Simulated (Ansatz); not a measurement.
Isolated molecules relaxed with PBE0-D4/def2-TZVP in Ansatz; ΔE leaves out vibrations. CCSD(T)/CBS adds triple-zeta CCSD(T) − MP2 to the extrapolated MP2 energy (def2 sets, frozen cores). This one scheme is used for every species. One conformer a species, not always the lowest.

`O[SiH2]CS` + `[SiH3]CS` → `O[SiH2]SC[SiH3]` + CH₃SH  (ligand exchange at the Si–C bond)

```json
{"level": "SCS-MP2/def2-QZVPP", "ΔE (kcal/mol)": "-13.8"}
{"level": "HF/CBS(def2)", "ΔE (kcal/mol)": "-13.6"}
```

**Question.** What does CCSD(T)/CBS give? (Estimate.)

**Answer.** The calculation gave: -13.6 kcal/mol. The listed levels differ from it by -0.2, 0.0 kcal/mol.

Largest T1 diagnostic among the species: 0.012.

The D4 term adds −0.7 kcal/mol with B3LYP and −0.4 kcal/mol with PBE0; it sums over pairs of atoms, weighted by their polarisabilities, and B3LYP, whose exchange is more repulsive, gets the larger term.

B3LYP here is the variant with VWN-RPA as its local correlation; programs differ in this.
